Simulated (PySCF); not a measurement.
# Ionisation energy of Ga²⁺ by level of theory

Ga²⁺ [Ar] 3d10 4s1 (2S) → Ga³⁺ [Ar] 3d10 (1S), as a difference of total energies. Calculation: PySCF 2.14, in aug-cc-pwCVTZ-PP with ECP10MDF; scalar relativity through the core potential. Correlated levels: valence and next inner shell: nothing frozen outside the core potential. The calculations carry no spin-orbit coupling.

Problem. Order these methods by the ionisation energy they give, lowest first.
A. wB97X
B. UHF
C. r2SCAN
D. r2SCANh

Solution. B (29.629 eV), A (30.635 eV), D (31.224 eV), C (31.332 eV).

Errors of the correlated levels include the incompleteness of this basis.

For comparison: 30.726 eV (measured; NIST Atomic Spectra Database, ionization energies).
